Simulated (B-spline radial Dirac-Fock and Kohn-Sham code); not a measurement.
The computed values come from a radial B-spline solver: the Dirac equation of a negative muon with reduced mass in the field of a spherical finite nucleus, with the Uehling potential to all orders; nuclear polarisation, deformation, hyperfine structure, self-energy, higher-order vacuum polarisation, relativistic recoil and electron screening are left out. The nuclear charge is a Fermi distribution (skin thickness 2.3 fm).

Task: A muonic atom of atomic mass 74.92 u emits these computed lines: 2p3/2 → 1s1/2 1867 keV, 3d5/2 → 2p3/2 428.8 keV, 4f7/2 → 3d5/2 149.6 keV, 5g9/2 → 4f7/2 69.09 keV. Which element is it, and what rms charge radius was used?

Result: Arsenic (Z = 33, nuclide ⁷⁵As); the high transitions hardly feel the nucleus and fix Z. The 2p → 1s line lies 469.9 keV below the value for a point nucleus without QED, which for this nuclear model gives a radius near 4.10 fm (4.0968 fm was used).
